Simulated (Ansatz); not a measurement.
Job for Ansatz (a first-principles code): R-wB97X-V/def2-TZVPP on NiGe, 2S+1 = 1, a spin state set in the input, which need not be the lowest, a point of a bond scan (R = 2.097 Å).

Ansatz 0.2 input:
```yaml
crystal:
  periodic: [false, false, false]
  atoms:
    - {symbol: Ni, position_ang: [0.00000000, 0.00000000, 0.00000000]}
    - {symbol: Ge, position_ang: [0.00000000, 0.00000000, 2.09725100]}
basis:
  gaussian:
    orbitals: def2-TZVPP
    pivot_positions_ang: [[0.00000000, 0.00000000, 0.00000000], [0.00000000, 0.00000000, 2.09725100]]
hamiltonian:
  xc: {name: wB97X-V}
output: {forces: true, orbitals: {seedname: ./end}}
```

Program output:

```
WARN ansatz: RAYON_NUM_THREADS=1 ignored (pool sized by the plan → 1); use --threads N
Functional definition: wB97X-V
integrals: 0.06 GiB planned
919 factors; their error is unknown
integrals: 0.09 GiB planned
146 factors; integrals over basis functions are off by at most 2.7e-5 eV
mean field: 0.56 GiB planned
mean field evaluation 1: about -97525.7353 eV, gradient 1.4e2 eV
mean field evaluation 2: about -96726.9780 eV, gradient 5.2e2 eV
mean field evaluation 4: about -97544.6315 eV, gradient 7.2e1 eV
mean field evaluation 8: about -97549.8981 eV, gradient 1.1e0 eV
mean field evaluation 16: about -97550.1448 eV, gradient 3.6e-3 eV
mean field -97550.14484480 eV, -3584.9017011834 hartree, gradient 4.3e-5 eV, S^2 0.000000; 0 other end points of the search recorded, 0 dependent functions left out
the calculation of the forces begins
reference -97550.14484340 eV, -3584.9017011320 hartree; 30, 30 occupied and 82, 82 virtual orbitals, 919 factors
Total energy: -97550.14484340 eV, -3584.9017011320 hartree
Atom 0 at     0.000000     0.000000     0.000000 Å, force     0.000000     0.000000     0.409127 eV/Å
Atom 1 at     0.000000     0.000000     2.097251 Å, force     0.000000    -0.000000    -0.409127 eV/Å
Dipole moment:     0.000000     0.000000    -0.263622 e Å
```

The run converged.

Cost: about 8 core-seconds (a rough figure).
